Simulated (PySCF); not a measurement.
Field gradients at the hydrogen positions

C₄H₁₂FPSi₂.
Structure used (GFN2-xTB), in Å, numbered top down from 1:
```
atom  x, y, z in Å
C1     3.363    0.215   -0.187
C2     2.373    0.257    0.692
Si3    0.804    1.288    0.508
Si4   -0.961   -0.191    0.012
C5    -0.778   -1.037   -1.695
P6    -1.433   -1.876    1.453
C7    -2.621    0.805   -0.044
F8    -2.435    1.978   -0.752
H9     4.237   -0.404   -0.053
H10    3.343    0.809   -1.087
H11    2.454   -0.362    1.578
H12    1.021    2.290   -0.539
H13    0.595    1.989    1.786
H14   -0.761   -0.302   -2.494
H15    0.147   -1.607   -1.750
H16   -1.599   -1.724   -1.888
H17   -1.220   -1.125    2.596
H18   -0.136   -2.356    1.460
H19   -3.427    0.265   -0.548
H20   -2.971    1.098    0.949
```

Level: PBE0/pcSseg-1 (PySCF, non-relativistic); Q(2H) = 0.00286 b; rigid geometry, the same for H and D, with no vibrational averaging.

Task: Rank these positions by the coupling χzz of a deuteron there, largest first.
A. H12 (Si–H hydrogen)
B. H19 (methylene hydrogen)
C. H18 (P–H hydrogen)
D. H11 (vinylic hydrogen)
E. H10 (vinylic hydrogen)

Result: E (223 kHz), D (219 kHz), B (201 kHz), C (145 kHz), A (109 kHz).

Task: Give the electric field gradient Vzz (the principal value of largest size), its asymmetry and the 2H coupling at each hydrogen.

Result: 
```csv
atom,bonded to,bond length (Å),Vzz (au),η,χzz (kHz)
H9,C1,1.080,0.3310,0.04,222
H10,C1,1.078,0.3326,0.05,223
H11,C2,1.084,0.3254,0.04,219
H12,Si3,1.466,0.1626,0.02,109
H13,Si3,1.473,0.1578,0.02,106
H14,C5,1.086,0.3241,0.01,218
H15,C5,1.087,0.3229,0.01,217
H16,C5,1.088,0.3207,0.01,216
H17,P6,1.385,0.2142,0.07,144
H18,P6,1.383,0.2164,0.07,145
H19,C7,1.093,0.2996,0.10,201
H20,C7,1.093,0.2984,0.10,200
```

Task: Average by the element that carries the hydrogen.

Result: on C: 215 kHz over 8 positions, mean bond length 1.086 Å; on Si: 108 kHz over 2 positions, mean bond length 1.469 Å; on P: 145 kHz over 2 positions, mean bond length 1.384 Å.

Task: How does χzz go with the bond length over the 8 C–H bonds?

Result: A straight-line fit has a slope of -15.2 kHz for each 0.01 Å, with a correlation coefficient of -0.92, over lengths from 1.078 to 1.093 Å. The longer bonds have the smaller couplings here.

Task: Give the 2H NMR doublet splittings at H9 for a magnetic field along the z, y and x axes of the gradient: 3χ/2, 3χ(1 + η)/4, 3χ(1 − η)/4.

Result: With |χ| = 222.4 kHz and η = 0.037: 334, 173 and 161 kHz, to first order and without motion.

Isolated species at its GFN2-xTB geometry (one conformer only). GFN2-xTB bond lengths can be off by several hundredths of an ångström, more for odd bonds, and the gradients follow them. With a basis this small, the couplings can be 20 % off.
